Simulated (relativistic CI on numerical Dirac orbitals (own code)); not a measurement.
## Se II: calculation against measurement

Calculated at this level of theory: Dirac-Coulomb-Breit CI, separate exchange-only KLI orbitals for each configuration, model QED (radiative potential, 1s self-energy scaled to tabulated hydrogen-like ionisation energies), valence Slater integrals scaled by 0.85, P86 correlation estimate, and configurations built on the next ion tied to the tabulated ionisation energy (semi-empirical) (own radial code, finite nucleus).

Configuration list (outside the closed core [Ar] 3d10): 4s²4p³, 4s4p⁴, 4s²4p²5s, 4s²4p²5p, 4s²4p²5d, 4s²4p²4d, 4s²4p²6s, 4s²4p²4f, 4s²4p²5f, 4p⁵, 4s²4p4d², 4s4p³4d, 4s²4p²6p, 4s²4p²6d, 4s²4p²5g, 4s²4p²6f. Levels of other configurations are missing.

| Configuration | Term (tabulated) | J | Measured (cm⁻¹) | Computed | Error | Purity (%) |
| --- | --- | --- | --- | --- | --- | --- |
| 4s²4p³ | 4S° | 3/2 | 0.0 | 0 | 0 | 97 |
| 4s²4p³ | 2D° | 3/2 | 13168.2 | 14074 | 906 | 91 |
| 4s²4p³ | 2D° | 5/2 | 13784.4 | 14763 | 979 | 98 |
| 4s²4p³ | 2P° | 1/2 | 23038.3 | 22274 | -764 | 97 |
| 4s²4p³ | 2P° | 3/2 | 23894.8 | 23156 | -739 | 89 |
| 4s4p⁴ | 4P | 5/2 | 83876.7 | 86162 | 2286 | 78 |
| 4s4p⁴ | 4P | 3/2 | 85579.5 | 87796 | 2217 | 78 |
| 4s4p⁴ | 4P | 1/2 | 86437.7 | 88628 | 2191 | 77 |
| 4s²4p²5s | 4P | 1/2 | 95270.0 | 97010 | 1740 | 94 |
| 4s²4p²5s | 4P | 3/2 | 96753.3 | 98462 | 1709 | 95 |
| 4s²4p²5s | 4P | 5/2 | 98674.4 | 100430 | 1755 | 97 |
| 4s²4p²5p | 4D° | 1/2 | 114299.0 | 115336 | 1037 | 64 |
| 4s²4p²5p | 4D° | 3/2 | 114711.7 | 115568 | 856 | 83 |
| 4s²4p²5p | 4D° | 5/2 | 116068.1 | 116906 | 838 | 87 |
| 4s²4p²5p | 4D° | 7/2 | 117798.7 | 118695 | 897 | 97 |
| 4s²4p²5d | 4F | 9/2 | 141710.1 | 142374 | 664 | 94 |

Measured levels from NIST Handbook of Basic Atomic Spectroscopic Data (Sansonetti and Martin, J. Phys. Chem. Ref. Data 34, 1559 (2005)); pairs were made by configuration, J and term (by order where the table uses no LS term), so strongly mixed levels may be paired wrongly.

Mean error by configuration (cm⁻¹): 4s²4p³ 95; 4s4p⁴ 2231; 4s²4p²5s 1735; 4s²4p²5p 907; 4s²4p²5d 664. Over the excited levels the mean absolute error is 1305 cm⁻¹ (15 of the 15 excited levels that our extract of the source holds in range could be paired), and the median relative error of those above 1,000 cm⁻¹ is 1.8 %.

Transition probabilities of persistent lines. The last column rescales the computed rate by the cube of measured over computed energy:

```
λ measured (Å)          Lower           Upper  A tabulated (s⁻¹)  A computed  A rescaled
1013.40 vacuum  4s²4p³ ⁴S°3/2  4s²4p²5s ⁴P5/2           1.14e+09    9.13e+08    8.66e+08
1033.56 vacuum  4s²4p³ ⁴S°3/2  4s²4p²5s ⁴P3/2           1.03e+09    8.62e+08    8.18e+08
1049.65 vacuum  4s²4p³ ⁴S°3/2  4s²4p²5s ⁴P1/2           9.96e+08    8.52e+08    8.07e+08
```
